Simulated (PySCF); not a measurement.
Species: Br2H4Si2.
Bonds: Br1–Si2, Si2–Si3, Si3–Br4. Hydrogens: H5, H6 on Si2; H7, H8 on Si3.

Method: PySCF, PBE0-D3(BJ)/def2-SVP geometry optimisation, gas phase; density fitting, grid level 1; the optimiser is geomeTRIC in internal coordinates, started from a GFN2-xTB structure with every atom displaced at random (about 0.01 Å).

Step 0: E = -155870.6793 eV
```
atom  x, y, z in Å  |  force x, y, z in eV/Å
Br1     2.4855    1.1416   -0.6168    0.089   0.278  -0.107
Si2     1.0679   -0.4189    0.1179    0.265   0.774  -0.367
Si3    -1.0911    0.4156   -0.1342    0.242  -0.348   0.394
Br4    -2.4284   -1.1649    0.6087   -0.453  -0.589   0.241
H5      1.4925   -0.6604    1.4854   -0.086  -0.209   0.797
H6      1.3798   -1.5778   -0.6991   -0.139  -0.725  -0.393
H7     -1.3751    1.5826    0.6925    0.102   0.601   0.299
H8     -1.4759    0.6630   -1.5069   -0.019   0.218  -0.864
```

Problem. Estimate the geometry and energy of step 1. (The exact step hangs on the optimiser's Hessian estimate; all steps are aligned on step 0, rigid shifts and turns removed.)

Solution. E = -155870.8155 eV, largest force 0.139 eV/Å
```
atom  x, y, z in Å  |  force x, y, z in eV/Å
Br1     2.4730    1.2219   -0.6391   -0.002  -0.042   0.007
Si2     1.1077   -0.3864    0.0972   -0.088  -0.083   0.068
Si3    -1.0903    0.3860   -0.1134    0.000   0.035  -0.069
Br4    -2.4435   -1.2360    0.6391    0.060   0.117  -0.046
H5      1.4184   -0.6725    1.5284    0.033   0.009  -0.029
H6      1.3069   -1.6185   -0.7194    0.039   0.025  -0.002
H7     -1.2996    1.6197    0.6994   -0.029  -0.037   0.002
H8     -1.4174    0.6665   -1.5446   -0.014  -0.024   0.069
```

The energy changes by -0.1361 eV. The first-order estimate −F·Δx gives -0.2966 eV and the mean of the old and new forces, exact on a quadratic surface, -0.1288 eV. The step makes an angle of 48° with the force vector and moves no atom by more than 0.087 Å.

The cost below is that of the whole optimisation. The run took 46 s wall on Arm Neoverse V2, one thread (shared host), and the process peaked at 0.56 GiB of memory.
